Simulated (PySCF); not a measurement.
**Tl(III) with different ligands**

Computed with PySCF 2.14.0, BP86, def2-SVP on the ligands, density fitting, scalar-relativistic core potentials, no spin-orbit coupling, vacuum. The metal has def2-SVP with ECP60. Each complex is relaxed within the symmetry of a template of the same shape. Distances are means of the shortest metal–ligand contacts, charges and spins Mulliken's; removal energies are rigid, with the ligand's formal charge and no counterpoise, so too large; for an anion taken off a cation in vacuum most of it is the attraction of opposite charges, and multiply charged cations can part far more cheaply with an electron moved from ligand to metal.

| complex | point group | M–first ligand (Å) | charge on M (e) | HOMO–LUMO gap (eV) | removal of one first-named ligand (eV) | strongest infrared band, degenerate modes summed (cm⁻¹) | unstable modes (below −25 cm⁻¹) |
| --- | --- | --- | --- | --- | --- | --- | --- |
| [Tl(NH2)2]+ | C2 | 2.070 | 0.71 | 3.20 | 19.76 | 3327 | 0 |
| [TlF2]+ | D∞h | 1.951 | 1.34 | 3.35 | 20.88 | 146 | 0 |

**Question.** What does the calculation give for [TlBr2]+?

**Answer.** point group: D∞h, M–first ligand (Å): 2.466, charge on M (e): 0.71, HOMO–LUMO gap (eV): 2.12, removal of one first-named ligand (eV): 20.37, strongest infrared band, degenerate modes summed (cm⁻¹): 280, unstable modes (below −25 cm⁻¹): 0.
```xyz
3

Tl    0.0000    0.0000    0.2406
Br    2.4665    0.0000    0.2427
Br   -2.4665    0.0000    0.2427
```

Moved off a saddle point of the template and relaxed again: [Tl(NH2)2]+. One start shape was tried for each, so a minimum needn't be the lowest isomer.
